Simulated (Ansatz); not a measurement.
C2H2FGa, relaxed with RKS PBE0-D4/def2-TZVP in Ansatz 0.2.0 from a PBE-D4/def2-SVP geometry. The force threshold is 0.005 eV/Å; the program also tests the step.

Total charge 0; spin multiplicity 1. The bonds changed during the relaxation, so this is another structure than the one it started from.

Start:

```xyz
6

F    -0.658    1.332    1.871
Ga   -0.981   -0.456    2.019
C     0.366    0.328   -0.704
C     0.467   -0.754   -1.264
H     0.250    1.257   -0.153
H     0.555   -1.707   -1.769
```

```
step  energy (eV)  largest force (eV/Å)  largest move (Å)
   1  -57190.4402                 1.614             0.000
   2  -57190.4822                 0.212             0.059
   3  -57190.4854                 0.069             0.060
   4  -57190.4856                 0.192             0.082
   5  -57190.4870                 0.048             0.033
   6  -57190.4871                 0.012             0.012
   7  -57190.4871                 0.000             0.001
```

End:

```xyz
6

F    -0.690    1.246    1.917
Ga   -0.951   -0.540    1.924
C     0.391    0.380   -0.740
C     0.437   -0.729   -1.194
H     0.330    1.351   -0.299
H     0.484   -1.709   -1.608
```

Hardware: 2 threads of an AMD EPYC 7571 on a shared host. Wall time 56 s, peak host memory 0.33 GiB.
